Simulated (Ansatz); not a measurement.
Cu₃O₄⁻, relaxed as a singlet with RKS B3LYP-D4/def2-SVPD in Ansatz, starting from the GFN1-xTB geometry. Force threshold 0.02 eV/Å.

The restricted singlet is unstable towards broken spin symmetry at other levels; at B3LYP-D4/def2-SVPD this wasn't settled. The relaxation made no stability test and no search for a lower SCF solution. No other spin state of charge -1 was run. Another isomer (singlet) lies 2.14 eV lower at r2SCAN-D4/def2-TZVPD; other spin states weren't run for this one.

Start:

```xyz
7

Cu   -0.0039    0.0001   -0.0066
Cu   -1.5059   -0.0922    1.7231
Cu    1.5064    0.0924   -1.7245
O     3.0906    0.3737   -1.9114
O    -3.0871   -0.3751    1.9354
O    -0.1660   -0.2276   -1.7066
O     0.1660    0.2288    1.6907
```

Estimate the energy that the relaxation releases and the steps that it takes.

1.14 eV, in 31 steps; 3.3 min on 4 threads of Intel Xeon 6975P-C on a shared host. The force fell under the threshold at step 30, but the optimiser went on. No frequencies were taken in this run, so the end may be a saddle point.

Does the start keep its bonding and symmetry?

By distances, no bond broke or formed, bridged metal pairs apart. The bond that changes most is Cu3–O4, from 1.62 to 1.70 Å (atoms count from 1). Metal–metal contacts that move far: Cu1–Cu3 2.29 to 3.48 Å, Cu1–Cu2 2.29 to 3.48 Å. Point group C2h at the start, D∞h at the end, both within 0.05 Å.

Predict the relaxed structure.


```xyz
7

Cu    0.000   -0.002    0.000
Cu   -2.561   -0.224    2.351
Cu    2.562    0.220   -2.350
O     3.799    0.336   -3.504
O    -3.802   -0.324    3.502
O     1.295    0.109   -1.183
O    -1.294   -0.115    1.184
```
Bond lengths (bridged metal pairs left out): 6 × Cu–O 1.70 to 1.76 Å.
